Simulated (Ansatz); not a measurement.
CH5BOSi can be A, `CB1O[SiH2]1`, or B, `[SiH3]B1CO1`.

Isolated molecules relaxed with PBE0-D4/def2-TZVP in Ansatz; ΔE leaves out vibrations. CBS: MP2 limit from def2 TZ/QZ plus the TZ coupled-cluster correction, frozen cores. DFT in def2-TZVPP. B3LYP here is the variant with VWN-RPA as its local correlation; programs differ in this.

A:

```xyz
9

C     0.228   -0.863    1.370
B     0.087   -0.090    0.039
O     0.786   -0.084   -1.111
Si   -0.501    1.075   -1.354
H     1.080   -1.548    1.361
H    -0.684   -1.431    1.575
H     0.344   -0.162    2.202
H     0.042    2.433   -1.605
H    -1.382    0.671   -2.477
```

B:

```xyz
9

Si    0.0434   -1.1522    1.1708
B    -0.0494    0.0984   -0.3838
C    -0.0047    1.4179   -1.1370
O    -0.2645    0.0640   -1.6983
H     1.3892   -1.0428    1.7948
H    -0.9746   -0.7445    2.1759
H    -0.1986   -2.5632    0.7736
H     0.9269    1.8487   -1.4920
H    -0.8677    2.0737   -1.2042
```

(1) Which is lower in electronic energy at CCSD(T)/CBS, and by how much? (Best estimate.)

(2) Give E(B) − E(A) in kcal/mol with PBE-D4, PBE0-D4, BLYP-D4, CCSD(T)/def2-TZVPP, CCSD(T)/def2-SVP, B3LYP, B2PLYP. (Estimate.)

(3) Does the order hold for the free energy at 298.15 K (harmonic terms from PBE0-D4)? (Estimate.)

Largest T1 diagnostic: 0.016.

## Answers

(1) The calculation gave: A, by 36.7 kcal/mol.

(2) Computed: PBE-D4 35.0, PBE0-D4 35.8, BLYP-D4 34.9, CCSD(T)/def2-TZVPP 36.0, CCSD(T)/def2-SVP 32.8, B3LYP 35.5, B2PLYP 36.4. None reverses the order clearly.

(3) Computed: Yes: G(B) − G(A) = +34.9 kcal/mol.

Leaving LDA and LC-ωPBE aside and taking each functional with its dispersion term where it has one, the values, not all of them listed here, spread over 3.3 kcal/mol, from revPBE-D4 to r2SCAN0-D4. LDA lies +2.4 kcal/mol from PBE without D4. In def2-TZVPP, CCSD(T) changes the Hartree–Fock value by +1.4 kcal/mol (the triples alone add +0.2 kcal/mol) and MP2 by +3.3 kcal/mol.
